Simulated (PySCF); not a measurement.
C₂H₃AlBrF, SMILES C=[CH][Al]([F])[Br].

Geometry: PBE-D3(BJ)/def2-SVP. The structure was generated by enumeration; whether it is a known compound was not checked. Other conformers were not sampled.

Level of theory: PBE-D3(BJ)/def2-SVP (PySCF).

Frequencies are harmonic and unscaled.

```json
[
 {"mode": "1", "ν (cm⁻¹)": "82", "IR (km/mol)": "1.0", "moving atoms (share of kinetic energy)": "C 48 %, H 30 %, F 15 %"},
 {"mode": "2", "ν (cm⁻¹)": "91", "IR (km/mol)": "0.6", "moving atoms (share of kinetic energy)": "C 46 %, Br 22 %, H 16 %, Al 8 %"},
 {"mode": "3", "ν (cm⁻¹)": "178", "IR (km/mol)": "14.3", "moving atoms (share of kinetic energy)": "F 67 %, Br 16 %, Al 9 %"},
 {"mode": "4", "ν (cm⁻¹)": "207", "IR (km/mol)": "18.3", "moving atoms (share of kinetic energy)": "Al 57 %, H 25 %, F 11 %"},
 {"mode": "5", "ν (cm⁻¹)": "293", "IR (km/mol)": "4.7", "moving atoms (share of kinetic energy)": "C 55 %, H 19 %, Al 14 %, F 9 %"},
 {"mode": "6", "ν (cm⁻¹)": "372", "IR (km/mol)": "36.9", "moving atoms (share of kinetic energy)": "Al 37 %, Br 25 %, C 19 %, F 15 %"},
 {"mode": "7", "ν (cm⁻¹)": "460", "IR (km/mol)": "51.7", "moving atoms (share of kinetic energy)": "H 62 %, C 28 %, Al 9 %"},
 {"mode": "8", "ν (cm⁻¹)": "655", "IR (km/mol)": "124.2", "moving atoms (share of kinetic energy)": "Al 43 %, C 39 %, H 14 %"},
 {"mode": "9", "ν (cm⁻¹)": "860", "IR (km/mol)": "110.0", "moving atoms (share of kinetic energy)": "F 50 %, Al 47 %"},
 {"mode": "10", "ν (cm⁻¹)": "960", "IR (km/mol)": "14.5", "moving atoms (share of kinetic energy)": "H 87 %, C 12 %"},
 {"mode": "11", "ν (cm⁻¹)": "968", "IR (km/mol)": "22.9", "moving atoms (share of kinetic energy)": "H 72 %, C 28 %"},
 {"mode": "12", "ν (cm⁻¹)": "1015", "IR (km/mol)": "12.4", "moving atoms (share of kinetic energy)": "H 94 %"},
 {"mode": "13", "ν (cm⁻¹)": "1218", "IR (km/mol)": "6.3", "moving atoms (share of kinetic energy)": "H 71 %, C 28 %"},
 {"mode": "14", "ν (cm⁻¹)": "1370", "IR (km/mol)": "18.9", "moving atoms (share of kinetic energy)": "H 83 %, C 17 %"},
 {"mode": "15", "ν (cm⁻¹)": "1598", "IR (km/mol)": "12.3", "moving atoms (share of kinetic energy)": "C 84 %, H 16 %"},
 {"mode": "16", "ν (cm⁻¹)": "3036", "IR (km/mol)": "13.4", "moving atoms (share of kinetic energy)": "H 95 %"},
 {"mode": "17", "ν (cm⁻¹)": "3067", "IR (km/mol)": "3.5", "moving atoms (share of kinetic energy)": "H 92 %, C 8 %"},
 {"mode": "18", "ν (cm⁻¹)": "3128", "IR (km/mol)": "5.6", "moving atoms (share of kinetic energy)": "H 89 %, C 11 %"}
]
```
